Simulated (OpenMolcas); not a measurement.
## F+: the spin-orbit constant, worked from levels

* Program: OpenMolcas 26.06
* Basis: ANO-R3 [4s4p2d1f]
* Scalar Hamiltonian: X2C, finite nucleus
* Active space: 4 electrons in 9 orbitals (RAS2 2p; RAS3 3s 3d, at most 1 electron)
* State averaging: 2S+1 = 3 even, 3 roots; 2S+1 = 1 even, 6 roots; 2S+1 = 5 odd, 1 root; 2S+1 = 3 odd, 9 roots; 2S+1 = 1 odd, 8 roots
* Spin-orbit coupling: state interaction with AMFI integrals over the reference wave functions, term energies averaged over their components

Methods: RASSCF; SS-RASPT2, IPEA 0.25 Eh, imaginary shift 0.1 Eh (closed shells correlated: 1s 2s). Measured levels: NIST Handbook of Basic Atomic Spectroscopic Data.

**The spin-orbit constant.** For the Hund term ³P of p4, E(J) = (A/2) J(J+1) + constant and ζ = -2S·A = -2A. From J = 0 to J = 2 the energy changes by 3 A.

| Source | E(2) - E(0) | A | ζ |
| --- | --- | --- | --- |
| RASSCF | -473.3 | -157.8 | 316 |
| SS-RASPT2 | -473.1 | -157.7 | 315 |
| measured | -489.7 | -163.2 | 326 |

All in cm-1. SS-RASPT2 is off by -3.4 % and RASSCF by -3.3 %. Both methods take the spin-orbit matrix elements from the reference wave functions, so the second can move ζ only through the term energies and any multistate remixing. Second-order mixing with other terms is absorbed into this ζ.

Over all roots computed the reference weight is 0.88 to 0.98 in SS-RASPT2; the roots of lowest weight are the least certain, and an intruder state may touch them. With the s shell closed, the reference lacks s² → p² mixing. Without dynamic correlation excited terms often stand tens of per cent too high (terms of higher spin than the ground term too low), and those without a measured partner can miss by more than the paired ones (holds for RASSCF). Computed and measured levels are paired by configuration, term and J; levels that our copy of the source lacks, or whose pairing is in doubt (as where it misses far off the trend of its configuration), stay unpaired and out of the deviations. Levels of configurations outside the active space are missing.
